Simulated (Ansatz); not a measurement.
Reaction (hydrogenolysis of the Si–O bond): `O[SiH2]SS` + H₂ → `[SiH3]SS` + H₂O

Gas-phase electronic energies from Ansatz, PBE0-D4/def2-TZVP geometries. CBS: MP2 limit from def2 TZ/QZ plus the TZ coupled-cluster correction, frozen cores. This one scheme is used for every species. Functionals use def2-TZVPP. HSE06 is defined as in plane-wave codes. One conformer a species, not always the lowest.

```json
{"level": "BLYP-D4", "ΔE (kJ/mol)": "82.8", "difference from CCSD(T)/CBS": "4.7"}
{"level": "PBE0-D4", "ΔE (kJ/mol)": "74.0", "difference from CCSD(T)/CBS": "-4.1"}
{"level": "HSE06-D4", "ΔE (kJ/mol)": "73.8", "difference from CCSD(T)/CBS": "-4.3"}
{"level": "CAM-B3LYP-D4", "ΔE (kJ/mol)": "81.3", "difference from CCSD(T)/CBS": "3.2"}
{"level": "ωB97M-V", "ΔE (kJ/mol)": "81.4", "difference from CCSD(T)/CBS": "3.3"}
{"level": "r2SCAN", "ΔE (kJ/mol)": "84.1", "difference from CCSD(T)/CBS": "6.0"}
{"level": "PBE0", "ΔE (kJ/mol)": "70.5", "difference from CCSD(T)/CBS": "-7.6"}
{"level": "r2SCANh", "ΔE (kJ/mol)": "82.6", "difference from CCSD(T)/CBS": "4.5"}
{"level": "r2SCAN0", "ΔE (kJ/mol)": "80.6", "difference from CCSD(T)/CBS": "2.5"}
{"level": "BHLYP", "ΔE (kJ/mol)": "75.5", "difference from CCSD(T)/CBS": "-2.6"}
{"level": "CAM-B3LYP", "ΔE (kJ/mol)": "77.8", "difference from CCSD(T)/CBS": "-0.3"}
{"level": "RPA@PBE/def2-TZVPP", "ΔE (kJ/mol)": "74.1", "difference from CCSD(T)/CBS": "-4.0"}
{"level": "HF/def2-SVP", "ΔE (kJ/mol)": "55.7", "difference from CCSD(T)/CBS": "-22.4"}
{"level": "CCSD/def2-SVP", "ΔE (kJ/mol)": "61.7", "difference from CCSD(T)/CBS": "-16.4"}
{"level": "CCSD(T)/def2-SVP", "ΔE (kJ/mol)": "64.0", "difference from CCSD(T)/CBS": "-14.1"}
{"level": "MP2/def2-TZVPP", "ΔE (kJ/mol)": "84.4", "difference from CCSD(T)/CBS": "6.3"}
{"level": "CCSD(T)/CBS", "ΔE (kJ/mol)": "78.1", "difference from CCSD(T)/CBS": "0"}
```

Largest T1 diagnostic among the species: 0.012.

Leaving LDA and LC-ωPBE aside and taking each functional with its dispersion term where it has one, the values, not all of them listed here, spread over 11.4 kJ/mol, from HSE06-D4 to r2SCAN-D4. LDA lies +7.9 kJ/mol from PBE without D4. At CCSD(T), def2-SVP lies −14.1 kJ/mol from the extrapolated value and def2-TZVPP −0.6 kJ/mol.
